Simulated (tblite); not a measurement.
C₆H₈F₃P.
SMILES with atom numbers: `[CH3:1][C:2]1=[CH:3][P:4]1[CH2:5][CH2:6][C:7]([F:8])([F:9])[F:10]` (hydrogens: H11, H12, H13 on C1; H14 on C3; H15, H16 on C5; H17, H18 on C6)

Computed geometry: GFN2-xTB, gas phase.

Q: List the bond lengths, angles and torsions at this level.

A: 
```
                  bond  length (Å)
                 C1–C2       1.466
                 C2=C3       1.309
                 C3–P4       1.835
                 P4–C5       1.900
                 C5–C6       1.525
                 C6–C7       1.514
  C7–F8, C7–F9, C7–F10       1.343
                 C2–P4       1.843
C1–H11, C1–H12, C1–H13       1.090
                C3–H14       1.066
        C5–H15, C5–H16       1.093
        C6–H17, C6–H18       1.092
```

Bonds in one row agree within 0.01 Å and their mean is given. A selection of angles:
```
     angle  degrees
 C2–C1–H11    110.1
 C2–C1–H12    110.6
H11–C1–H12    109.2
H11–C1–H13    107.7
  C1–C2–C3    148.0
  C1–C2–P4    143.1
  C3–C2–P4     68.9
  C2–C3–P4     69.5
 C2–C3–H14    145.2
 P4–C3–H14    145.2
  C3–P4–C5    100.1
  C2–P4–C3     41.7
  C2–P4–C5    100.0
  P4–C5–C6    110.9
 P4–C5–H15    109.7
 P4–C5–H16    108.1
 C6–C5–H15    110.0
H15–C5–H16    108.4
  C5–C6–C7    111.1
 C5–C6–H17    110.9
 C7–C6–H17    107.8
H17–C6–H18    108.8
  C6–C7–F8    112.5
  C6–C7–F9    112.7
  F8–C7–F9    106.3
```

Dihedral angles: C1–C2–C3–P4 179° (antiperiplanar); C2–C3–P4–C5 94° (anticlinal); C3–P4–C5–C6 68° (synclinal); P4–C5–C6–C7 180° (antiperiplanar); C5–C6–C7–F8 59° (synclinal); C1–C2–P4–C3 -179° (antiperiplanar). The mirror-image conformer, all signs reversed, is as good.

The 4 C–C bonds span 1.309 Å (C2=C3, drawn double) to 1.525 Å (C5–C6, drawn single), a spread of 0.216 Å. The C–P distances run from 1.835 Å (C3–P4, drawn single) to 1.900 Å (P4–C5, drawn single), a spread of 0.065 Å. Of the pairs four or more bonds apart, F8···H15 is among the closest relative to their van der Waals radii: 2.58 Å, 97 % of the sum of Bondi's values. P4 (phosphine phosphorus) is pyramidal (angles 100.1°, 100.0° and 41.7°, sum 241.8°, 1.15 Å off the plane of its three neighbours). All 3 C–F bonds measure 1.341 to 1.344 Å. The 3-membered ring C2–C3–P4 has internal angles of 41.7° to 69.5°.

Point group: C1 (no symmetry element, even within 0.4 Å). Its lowest GFN2-xTB frequency is 8 cm⁻¹, too small to tell a flat minimum from a shallow saddle. The numbers are those of one conformer.
